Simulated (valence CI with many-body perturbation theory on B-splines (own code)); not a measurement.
## From CI to CI+MBPT in Au LXXII

Computed by valence CI with perturbative core correlation (CI+MBPT): six valence electrons over a frozen Dirac-Fock core [He], radial functions for each j: 9 s, 9 p, 8 d, 6 f, 3 g, 1 h, with the one-electron correlation potential Σ1 (screened to all orders), the two-electron term Σ2, the three-electron term Σ3, Breit, model QED; selected single and double excitations, second order for the rest, scaled by the run's own slope (own B-spline code, finite nucleus).

No measured spectrum was set against this ion. As an estimate, large intervals hold to a few tenths of a per cent, small ones and those within an open d or f shell to about a per cent. Among the levels kept, up to 1900 cm⁻¹ of a level comes from second order outside the variational space, and about a tenth of that is noise between levels of different J, which matters for small intervals.

Each rung adds one term. CI alone is the Dirac-Coulomb CI over the frozen core; QED comes last and gives the full result, which names the levels. Energies are above (2s^2 2p1/2^2 2p3/2^2) J=2 on the same rung, in × 10³ cm⁻¹.

Levels are named by their leading jj configuration (3d3/2^4 stands for four electrons in 3d with j = 3/2), which in mixed levels can hold well under half, so a name can repeat and another be missing. Letters in brackets count levels of one name in rising energy.

```tsv
Level	CI alone	+ Σ1	+ Σ2	+ Σ3	+ Breit	Full
(2s^2 2p1/2^2 2p3/2^2) J=0	457.14	457.15	459.66	459.27	543.11	542.87
(2s^2 2p1/2 2p3/2^3) J=1	15434	15437	15437	15437	15285	15302
(2s^2 2p1/2 2p3/2^3) J=2	15664	15666	15667	15666	15436	15453
(2s 2p1/2^2 2p3/2^3) J=2	19148	19147	19144	19142	19109	18944
(2s 2p1/2^2 2p3/2^3) J=1	19867	19866	19862	19859	19856	19690
(2s^2 2p3/2^4) J=0	31288	31293	31296	31294	30967	31000
(2s 2p1/2 2p3/2^4) J=0	34686	34688	34688	34685	34504	34356
(2s 2p1/2 2p3/2^4) J=1	35057	35058	35056	35053	34826	34678
(2p1/2^2 2p3/2^4) J=0	39322	39320	39314	39309	39292	38963
(2s^2 2p1/2^2 2p3/2 3s) J=2	79656	79658	79660	79658	79556	79585
(2s^2 2p1/2^2 2p3/2 3s) J=1	79731	79733	79735	79733	79636	79665
(2s^2 2p1/2^2 2p3/2 3p1/2) J=1	80738	80739	80740	80738	80704	80680
(2s^2 2p1/2^2 2p3/2 3p1/2) J=2	80769	80770	80771	80769	80713	80689
(2s^2 2p1/2^2 2p3/2 3p3/2) J=3	85200	85202	85204	85202	85083	85065
(2s^2 2p1/2^2 2p3/2 3p3/2) J=1	85198	85200	85201	85200	85089	85070
(2s^2 2p1/2^2 2p3/2 3p3/2) J=2	85449	85451	85452	85450	85344	85326
(2s^2 2p1/2^2 2p3/2 3p3/2) J=0	85649	85651	85653	85652	85578	85559
(2s^2 2p1/2^2 2p3/2 3d3/2) J=2	86254	86256	86258	86256	86149	86123
(2s^2 2p1/2^2 2p3/2 3d3/2) J=3	86346	86348	86350	86348	86218	86192
(2s^2 2p1/2^2 2p3/2 3d3/2) J=1	86356	86358	86360	86358	86253	86226
(2s^2 2p1/2^2 2p3/2 3d3/2) J=0	86354	86356	86359	86357	86293	86266
(2s^2 2p1/2^2 2p3/2 3d5/2) J=4	87385	87387	87390	87389	87237	87213
(2s^2 2p1/2^2 2p3/2 3d5/2) J=2	87478	87480	87482	87480	87340	87317
(2s^2 2p1/2^2 2p3/2 3d5/2) J=3	87629	87631	87634	87632	87475	87452
(2s^2 2p1/2^2 2p3/2 3d5/2) J=1	87715	87717	87719	87717	87592	87568
(2s^2 2p1/2 2p3/2^2 3s) J=2 [a]	95003	95007	95009	95007	94710	94756
(2s^2 2p1/2 2p3/2^2 3s) J=1 [a]	95110	95115	95116	95114	94817	94863
(2s^2 2p1/2 2p3/2^2 3s) J=3	95306	95310	95312	95310	94907	94953
(2s^2 2p1/2 2p3/2^2 3s) J=2 [b]	95372	95376	95378	95376	94987	95033
(2s^2 2p1/2 2p3/2^2 3s) J=0	95649	95653	95658	95655	95394	95439
(2s^2 2p1/2 2p3/2^2 3s) J=1 [b]	95690	95695	95697	95694	95421	95467
```

**Question.** How does the ionisation energy move along the ladder, and which term matters most?

**Answer.** CI alone 18814, + Σ1 18815, + Σ2 18815, + Σ3 18815, + Breit 18795, + QED 18792 eV. The largest step is Breit, -20 eV. NIST lists 18790 ± 60 eV (theoretical).
